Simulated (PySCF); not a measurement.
aminosilylimino(oxo)methane (CH₄N₂OSi), SMILES N[SiH2]N=C=O.

Coordinates come from a PBE0-D3(BJ)/def2-SVP optimisation. The values are those of a single conformer.

Two levels are set side by side: TDA-PBE/def2-SVPD (PySCF) and TDA-CAM-B3LYP/def2-SVPD (PySCF). Vertical, same geometry. The lowest singlet is HOMO→LUMO 96 % with PBE and HOMO→LUMO 85 % with the other functional; states are paired by order. Differences are taken from unrounded values.

```json
[
 {"quantity": "lowest singlet excitation (eV)", "TDA-PBE": "5.99"},
 {"quantity": "lowest triplet excitation (TDA) (eV)", "TDA-PBE": "5.61"},
 {"quantity": "first bright state (f over 0.05) (eV)", "TDA-PBE": "5.99"},
 {"quantity": "its oscillator strength", "TDA-PBE": "0.07"}
]
```

### Question
These are the TDA-PBE values. What does TDA-CAM-B3LYP give? (The exact figures need the calculation; the answer reports its results.)

### Answer

| quantity | TDA-CAM-B3LYP | TDA-PBE minus TDA-CAM-B3LYP |
|---|---|---|
| lowest singlet excitation (eV) | 6.84 | -0.85 |
| lowest triplet excitation (TDA) (eV) | 6.35 | -0.75 |
| first bright state (f over 0.05) (eV) | 6.84 | -0.85 |
| its oscillator strength | 0.07 | 0.00 |

Functionals without exact exchange tend to place singlet excitations lower, as here. Differences between two approximate levels are no errors against the true value.

Rough cost on one machine, each run with all the roots and properties that it gave: TDA-CAM-B3LYP against TDA-PBE about 3 times.
